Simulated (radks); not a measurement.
Spherical jellium clusters: N electrons in a uniform positive sphere of charge N and radius rs N^(1/3), rs = 3.65 bohr. Method: non-relativistic Kohn-Sham, LDA (Slater exchange, Perdew-Wang correlation), spin-polarised, spherical densities; computed with a radial shooting solver with Libxc functionals. Levels are named by radial order and angular momentum (1s, 1p, 1d, 2s, ...), and open shells are averaged over m.

N = 24, configuration 1s2 1p6 1d10 2s2 1f(up 4, down 0). This is the lowest configuration that the search found. Occupied and some empty levels:

level,occupation,eigenvalue (eV),<r> (bohr)
1s up,1,-5.8417,6.579
1s down,1,-5.6791,6.341
1p up,3,-5.0292,7.698
1p down,3,-4.8035,7.588
1d up,5,-3.9788,8.503
1d down,5,-3.7220,8.473
2s up,1,-3.3883,6.939
2s down,1,-3.2585,7.072
1f up,4,-2.7423,9.224
1f down,0,-2.4768,9.258
2p up,0,-2.0087,8.595
2p down,0,-1.8785,8.686
1g up,0,-1.3744,10.01
1g down,0,-1.1205,10.13
2d up,0,-0.79097,11.00
2d down,0,-0.67255,11.27

Energy (eV): total -43.4812, kinetic 49.727, external -1759.7, Hartree 867.98, exchange-correlation -94.715, background 893.23.

Electron density:

r (bohr),n(r) (e/bohr^3)
0.764,0.006556
1.61,0.006017
2.46,0.005321
3.31,0.004743
4.17,0.004505
5.02,0.004672
5.87,0.005102
6.72,0.005485
7.57,0.005462
8.42,0.004815
9.27,0.003636
10.1,0.002311
11.0,0.001254
11.8,0.0006088
12.7,0.0002748
13.5,0.0001181
14.4,0.00004915
15.2,0.00002001
16.1,8.033e-06
16.9,3.201e-06
